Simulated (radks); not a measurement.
Results of a calculation; reference values are marked as such.
Q: Valence configurations of neutral gallium (all share [Ar]). Code: a radial shooting solver on a logarithmic mesh with Libxc functionals. Model: scalar-relativistic Kohn-Sham, BLYP, spin-polarised, spherical densities, finite nucleus; open shells are filled with parallel spins first; Fermi nuclear charge, rms radius 3.9973 fm. Order these by energy: 3d8 4s1 4p4; 3d9 4p4; 3d10 4s1 4p2; 3d10 4p3; 3d10 4s2 4p1; 3d9 4s2 4p2; 3d6 4s1 4p6; 3d10 4s1.5 4p1.5; 3d9.5 4s2 4p1.5; 3d8 4s2 4p3.

A: From the lowest, in eV above it: 3d10 4s2 4p1 0.000; 3d10 4s1.5 4p1.5 2.831; 3d10 4s1 4p2 5.450; 3d9.5 4s2 4p1.5 8.916; 3d10 4p3 12.393; 3d9 4s2 4p2 19.478; 3d9 4p4 34.964; 3d8 4s2 4p3 45.783; 3d8 4s1 4p4 54.118; 3d6 4s1 4p6 134.98. NIST lists [Ar] 3d10 4s2 4p1 as the ground configuration; this level of theory agrees among the configurations tried. The energies are those of spherical high-spin densities, not of single terms.
